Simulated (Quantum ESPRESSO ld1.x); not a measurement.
Task: These are the eigenvalues of the occupied orbitals of an atom or ion with whole-number occupations (eV). Method: non-relativistic Kohn-Sham, LDA (Slater exchange, Perdew-Wang correlation), spin-polarised, spherical densities, point nucleus; computed with ld1.x of Quantum ESPRESSO 7.5.

1s up: -61932.556
1s down: -61932.540
2s up: -10162.713
2s down: -10162.465
2p up: -9738.519
2p down: -9738.329
3s up: -2322.767
3s down: -2321.939
3p up: -2126.282
3p down: -2125.517
3d up: -1758.746
3d down: -1758.116
4s up: -472.470
4s down: -471.238
4p up: -390.901
4p down: -389.668
4d up: -242.261
4d down: -241.003
5s up: -71.793
5s down: -69.587
4f up: -49.232
5p up: -48.172
4f down: -47.845
5p down: -45.781
5d up: -13.909
6s up: -11.501

Which element is it, and in what charge state? The configuration may be excited. Open shells, if any, are filled with parallel spins first.

Result: Z = 73, tantalum, charge +1: Ta+ in [Xe] 4f13 5d4 6s1. The list shows which subshells hold electrons but not how many an open one holds; the 1s level, -2276 hartree, gives Z - s = 67.5 by -(Z - s)^2/2, which with screening narrows Z to a few neighbours, and the depths of the outer levels then fix element, charge and occupations together.
